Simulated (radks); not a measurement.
Values are calculated unless marked as measured or tabulated.
Task: Ionisation of neutral rhodium, [Kr] 4d8 5s1, to Rh+, [Kr] 4d8, under several functionals. Dirac Kohn-Sham, spin-unpolarised, spherical densities, finite nucleus; open shells fill j = l - 1/2 first; a radial shooting solver on a logarithmic mesh with Libxc functionals. The NIST Atomic Spectra Database gives 7.459 eV (measured). Rank these functionals by the error of their Delta-SCF ionisation energy: SOGGA; LDA (Slater exchange, Perdew-Zunger correlation); XLYP; B86b exchange with PBE correlation.

Result: From best to worst: B86b exchange with PBE correlation 7.475 eV (+0.016); XLYP 7.582 eV (+0.123); SOGGA 7.328 eV (-0.131); LDA (Slater exchange, Perdew-Zunger correlation) 7.784 eV (+0.325). Spin polarisation and multiplet splitting are left out, so open shells lie too high by an amount that depends on their filling.

Beside tabulated values, note that spin-unpolarised runs miss the spin-polarisation part of the exchange energy of open shells.
